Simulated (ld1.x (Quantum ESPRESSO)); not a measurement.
## Mg (Z = 12): excitation energies, all-electron against ultrasoft

* Element: Mg (Z = 12)
* Generator: ld1.x (Quantum ESPRESSO) 7.5
* Type: ultrasoft
* Functional: PBEsol
* Relativity: non-relativistic
* Frozen core: [He] 2s2
* Valence charge: 8
* Reference configuration: 2p6 3s2 3p0
* Partial waves: 3s (bound): rcut 2.15, rcutus 2.55 bohr; 3s channel at 5 Ry: rcut 2.15, rcutus 2.55 bohr; 2p (bound): rcut 1.05, rcutus 1.15 bohr; 3p (bound, empty): rcut 1.05, rcutus 1.15 bohr; 3d channel at 0.25 Ry: rcut 1.80, rcutus 1.95 bohr
* Local potential: all-electron potential smoothed inside 2.55 bohr (lloc = -1)
* Core correction: a·sin(br)/r model core inside 0.75 bohr
* Augmentation charge: PSQ, inside the norm-conserving radii

Energies are relative to the spin-unpolarised reference configuration 2p6 3s2 3p0; without spin polarisation the order of configurations can differ from experiment. The frozen-core shift is the all-electron ΔE with the core orbitals held at their reference shape minus the fully relaxed ΔE.

```csv
valence configuration,charge,ΔE all-electron (eV),error AE − PS (meV),frozen-core shift (meV)
2p6 3s1 3p0,+1,7.909,+1.3,+0.4
2p6 3s0 3p0,+2,22.701,-3.3,+4.2
2p6 3s0 3p1,+1,12.196,-4.6,+1.4
2p5 3s2 3p0,+1,58.500,-1170,+358
2p6 3s1 3p1,0,3.459,-1.0,+0.2
```

Q: What are ΔE and the potential's error for 2p6 3s1.5 3p0?

A: ΔE = 3.124 eV all-electron; the error (AE − PS) is +0.4 meV.

Q: What are ΔE and the potential's error for 2p6 3s0 3p2?

A: ΔE = 7.092 eV all-electron; the error (AE − PS) is -5.4 meV.
